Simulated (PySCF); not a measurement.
AsF3H2Si, SMILES F[Si](F)(F)[AsH2]. Coordinates come from a PBE-D3(BJ)/def2-SVP optimisation.

Computed equilibrium geometry at PBE-D3(BJ)/def2-SVP (PySCF confirms it by a frequency run) as bond lengths and angles, and its point group:
point group Cs.
Atoms: F1 Si2 F3 F4 As5 H6 H7. Bonds (Å): F1–Si2 1.622, Si2–F3 1.622, Si2–F4 1.623, Si2–As5 2.349, As5–H6 1.541, As5–H7 1.541. Bond angles (°): F1–Si2–F3 107.4, F1–Si2–F4 106.8, F1–Si2–As5 110.3, F3–Si2–F4 106.8, F3–Si2–As5 110.3, F4–Si2–As5 115.0, Si2–As5–H6 89.2, Si2–As5–H7 89.2, H6–As5–H7 91.2.
Charge 0, spin multiplicity 1.
